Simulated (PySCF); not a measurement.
Cl2Zn, charge +1, doublet, at a GFN2-xTB geometry (such geometries of metal compounds can be far from the true shape) (a state made from the parent by changing its charge; the spin is typed, not shown lowest); PBE0/6-31G in PySCF.

PySCF was given this input:
```python
from pyscf import gto, scf, dft

mol = gto.Mole()
mol.atom = '''
    Zn    0.000000    0.000000    0.000000
    Cl   -0.000000   -0.000000   -2.224714
    Cl    0.000000    0.000000    2.224714
'''
mol.basis = '6-31g'
mol.charge = 1
mol.spin = 1
mol.verbose = 4
mol.build()

mf = dft.UKS(mol)
mf.xc = 'pbe0'
mf.kernel()
mf.analyze()
```

The log (banner, timings and long lists left out):

```
PySCF version 2.14.0

[INPUT] verbose = 4
[INPUT] num. atoms = 3
[INPUT] num. electrons = 63
[INPUT] charge = 1
[INPUT] spin (= nelec alpha-beta = 2S) = 1
[INPUT] symmetry False subgroup None
[INPUT] Mole.unit = angstrom
[INPUT] Symbol           X                Y                Z      unit          X                Y                Z       unit  Magmom
[...]
nuclear repulsion = 276.991497386334
number of shells = 25
number of NR pGTOs = 182
number of NR cGTOs = 53
basis = 6-31g
ecp = {}

******** <class 'pyscf.dft.uks.UKS'> ********
method = UKS
initial guess = minao
damping factor = 0
level_shift factor = 0
DIIS = <class 'pyscf.scf.diis.CDIIS'>
diis_start_cycle = 1
diis_space = 8
diis_damp = 0
SCF conv_tol = 1e-09
SCF conv_tol_grad = None
SCF max_cycles = 50
direct_scf = True
direct_scf_tol = 1e-13
number electrons alpha = 32  beta = 31
XC library pyscf.dft.libxc version 7.1.2
    S. Lehtola, C. Steigemann, M. J. T. Oliveira, and M. A. L. Marques,  SoftwareX 7, 1–5 (2018)
XC functionals = pbe0
    C. Adamo and V. Barone,  J. Chem. Phys. 110, 6158 (1999)
    M. Ernzerhof and G. E. Scuseria,  J. Chem. Phys. 110, 5029 (1999)
radial grids:
    Treutler-Ahlrichs [JCP 102, 346 (1995); DOI:10.1063/1.469408] (M4) radial grids

becke partition: Becke, JCP 88, 2547 (1988); DOI:10.1063/1.454033
pruning grids: <function nwchem_prune>
grids dens level: 3
symmetrized grids: False
atomic radii adjust function: <function treutler_atomic_radii_adjust>
small_rho_cutoff = 0
Set gradient conv threshold to 3.16228e-05
tot grids = 58400
init E= -2698.57877175939

cycle= 1 E= -2698.46357750792  delta_E= 0.115  |g|= 0.319  |ddm|= 1.35
cycle= 2 E= -2698.44211372945  delta_E= 0.0215  |g|= 0.534  |ddm|= 0.995
cycle= 3 E= -2698.53443728104  delta_E= -0.0923  |g|= 0.0638  |ddm|= 0.414
cycle= 4 E= -2698.53656167176  delta_E= -0.00212  |g|= 0.00722  |ddm|= 0.103
cycle= 5 E= -2698.53659426821  delta_E= -3.26e-05  |g|= 0.00256  |ddm|= 0.012
cycle= 6 E= -2698.53659826878  delta_E= -4e-06  |g|= 0.000612  |ddm|= 0.00432
cycle= 7 E= -2698.53659871671  delta_E= -4.48e-07  |g|= 9.4e-05  |ddm|= 0.00142
cycle= 8 E= -2698.53659873845  delta_E= -2.17e-08  |g|= 1.96e-05  |ddm|= 0.000406
cycle= 9 E= -2698.53659873919  delta_E= -7.4e-10  |g|= 2.49e-06  |ddm|= 8.83e-05
Extra cycle  E= -2698.53659873918  delta_E= 6.37e-12  |g|= 3.51e-06  |ddm|= 4.8e-06
converged SCF energy = -2698.53659873918  <S^2> = 0.75604872  2S+1 = 2.0060396
**** SCF Summaries ****
[...]
Total Energy =                       -2698.536598739180135
[...]
spin_pop of  0 Zn 5s       -0.00081
spin_pop of  0 Zn 2px      -0.00000
spin_pop of  0 Zn 2py      -0.00000
spin_pop of  0 Zn 2pz      -0.00000
spin_pop of  0 Zn 3px       0.00000
spin_pop of  0 Zn 3py       0.00000
spin_pop of  0 Zn 3pz       0.00000
spin_pop of  0 Zn 4px      -0.01247
spin_pop of  0 Zn 4py      -0.00323
spin_pop of  0 Zn 4pz      -0.00122
spin_pop of  0 Zn 5px      -0.00057
spin_pop of  0 Zn 5py      -0.00017
spin_pop of  0 Zn 5pz      -0.00090
spin_pop of  0 Zn 3dxy     -0.00001
spin_pop of  0 Zn 3dyz      0.00156
spin_pop of  0 Zn 3dz^2     0.00086
spin_pop of  0 Zn 3dxz      0.01279
spin_pop of  0 Zn 3dx2-y2   -0.00001
spin_pop of  0 Zn 4dxy      0.00001
spin_pop of  0 Zn 4dyz      0.00001
spin_pop of  0 Zn 4dz^2    -0.00001
spin_pop of  0 Zn 4dxz      0.00009
spin_pop of  0 Zn 4dx2-y2    0.00001
spin_pop of  1 Cl 1s       -0.00000
spin_pop of  1 Cl 2s       -0.00000
spin_pop of  1 Cl 3s        0.00058
spin_pop of  1 Cl 4s       -0.00010
spin_pop of  1 Cl 2px       0.00002
spin_pop of  1 Cl 2py       0.00000
spin_pop of  1 Cl 2pz       0.00000
spin_pop of  1 Cl 3px       0.44471
spin_pop of  1 Cl 3py       0.05541
spin_pop of  1 Cl 3pz       0.01088
spin_pop of  1 Cl 4px       0.00065
spin_pop of  1 Cl 4py       0.00020
spin_pop of  1 Cl 4pz       0.00013
spin_pop of  2 Cl 1s       -0.00000
spin_pop of  2 Cl 2s       -0.00000
spin_pop of  2 Cl 3s        0.00058
spin_pop of  2 Cl 4s       -0.00010
spin_pop of  2 Cl 2px       0.00002
spin_pop of  2 Cl 2py       0.00000
spin_pop of  2 Cl 2pz       0.00000
spin_pop of  2 Cl 3px       0.44471
spin_pop of  2 Cl 3py       0.05541
spin_pop of  2 Cl 3pz       0.01088
spin_pop of  2 Cl 4px       0.00065
spin_pop of  2 Cl 4py       0.00020
spin_pop of  2 Cl 4pz       0.00013
 ** Mulliken Spin Density (per atom)  **
spin density of  0 Zn =     -0.02496
spin density of  1 Cl =      0.51248
spin density of  2 Cl =      0.51248
 ** Mulliken pop alpha/beta on meta-lowdin orthogonal AOs **
 ** Mulliken pop       alpha | beta **
In total            32.00000 | 31.00000
 ** Mulliken atomic charges   ( Nelec_alpha | Nelec_beta ) **
charge of  0Zn =      1.31459  (    14.33023     14.35519 )
charge of  1Cl =     -0.15729  (     8.83489      8.32241 )
charge of  2Cl =     -0.15729  (     8.83489      8.32241 )

WARN: System has nonzero charge 1; the dipole moment is origin-dependent.
Location of origin: [0. 0. 0.]

Dipole moment(X, Y, Z, Debye): -0.00000, -0.00000, -0.00000
```
